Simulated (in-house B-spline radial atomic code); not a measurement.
The numbers below are computed, except where a source is named.
Two electrons in Si: a spherical dot of radius 3.1 nm with hard walls with an ionised donor at its centre

For Si the NSM archive of the Ioffe Institute lists m_l = 0.98 m0, m_t = 0.19 m0 and ε = 11.7; the model takes one isotropic valley with the conductivity mass 3/(1/m_l + 2/m_t) = 0.26 m0, and so misses anisotropy and the other valleys. All triplets below are those of one valley; with several valleys two electrons can form a triplet in the 1s orbital itself, at an energy set by the valley splitting. Real donors also feel a central-cell potential, which shifts the ground state.

Effective-mass model with parabolic bands, a uniform dielectric constant, no image charges, no central-cell or spin-orbit terms. Two-electron levels come from full CI in B-splines with partial waves to l = 5 (up to 0.001 effective hartree above the limit).

**Question.** What are the effective units, and what is the potential in them?

**Answer.** Ha* = 27211.386 meV × 0.26/11.7² = 51.68 meV and a* = 0.0529177 nm × 11.7/0.26 = 2.381 nm. The radius is R = 1.3 a*, with −1/r added.

In these units the lowest s and p orbitals lie at 0.9170 and 4.5282, and their Coulomb and exchange integrals are J_ss = 1.5056, J_sp = 1.2982 and K_sp = 0.2683. Full CI gives 3.2711 for the ground singlet, 6.4600 for the sp triplet, 6.9463 for the sp singlet and 11.3177 for the lowest triplet of two s orbitals.

**Question.** What does it cost to add the second electron, to first order and exactly?

**Answer.** To first order E = 2ε_s + J_ss = 3.3397, so the charging energy E(2) − 2E(1) is J_ss = 77.81 meV. CI gives 3.2711 − 2 × (0.9170) = 1.4370, or 74.27 meV: relaxation and correlation lower it by 3.543 meV, 4.6 % of J_ss. The s² configuration of one-electron orbitals holds 99.3 % of the state, and the mean radius is 1.46 nm.

**Question.** How far above the singlet do the triplets lie?

**Answer.** To first order the sp triplet lies at ε_s + ε_p + J_sp − K_sp = 6.4752, which is 162.1 meV above 2ε_s + J_ss. CI gives 6.4600 − (3.2711) = 3.1889, or 164.8 meV, 88 % of the orbital spacing of 186.6 meV. The ss triplet lies 415.9 meV up, so the lower of the two is the sp one, and its gap equals k_BT at 1910 K. The sp singlet-triplet splitting is 25.14 meV, against 2K_sp = 27.73 meV.
